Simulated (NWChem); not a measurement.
Molecule: CH₃IMgS; SMILES C[S][Mg][I]

Computed with NWChem. def2 effective core potentials on I; no spin-orbit coupling. Each level has its own optimisation; frequencies are unscaled. One conformer.

```json
[
 {"level": "Hartree-Fock/3-21G (all-electron, non-relativistic)", "r I–Mg (Å)": "2.616", "r Mg–S (Å)": "2.336", "r C–S (Å)": "1.911", "r C–H (Å)": "1.078", "highest harmonic frequency (cm⁻¹)": "3345", "lowest (cm⁻¹)": "59", "zero-point energy (kcal/mol)": "26.7"},
 {"level": "Hartree-Fock/STO-3G (all-electron, non-relativistic)", "r I–Mg (Å)": "2.446", "r Mg–S (Å)": "2.136", "r C–S (Å)": "1.802", "r C–H (Å)": "1.088", "highest harmonic frequency (cm⁻¹)": "3719", "lowest (cm⁻¹)": "74", "zero-point energy (kcal/mol)": "30.4"},
 {"level": "PBE0/def2-SVP (core potentials)", "r I–Mg (Å)": "2.559", "r Mg–S (Å)": "2.302", "r C–S (Å)": "1.833", "r C–H (Å)": "1.099", "highest harmonic frequency (cm⁻¹)": "3179", "lowest (cm⁻¹)": "63", "zero-point energy (kcal/mol)": "24.9"}
]
```
